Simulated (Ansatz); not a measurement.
Molecule: borohydride, BH₄, net charge -1, singlet state. 
Structure (B3LYP-D3(BJ)/def2-TZVP (Ansatz, an electronic-structure program) minimum search):
```
B
H 1 1.2363
H 1 1.2363 2 109.47
H 1 1.2363 2 109.47 3 -120.00
H 1 1.2363 2 109.47 3 120.00
```
Charge -1, spin multiplicity 1.

Basis-set convergence of Hartree-Fock and CCSD(T) correlation energies (hartree) with Ansatz. Valence correlation only, unless marked. No spin-orbit coupling. Non-relativistic. This anion needs diffuse functions, which these sets lack.

```json
[
 {"basis": "def2-SVP", "functions": "34", "E(HF)": "-26.95431", "E(corr, CCSD(T))": "-0.16325"},
 {"basis": "def2-TZVPP", "functions": "87", "E(HF)": "-26.98707", "E(corr, CCSD(T))": "-0.19628"},
 {"basis": "def2-QZVPP", "functions": "177", "E(HF)": "___", "E(corr, CCSD(T))": "___"}
]
```

Question: Some entries are withheld; supply them.

Answer: 
- def2-QZVPP, E(HF): -26.98949
- def2-QZVPP, E(corr, CCSD(T)): -0.20344
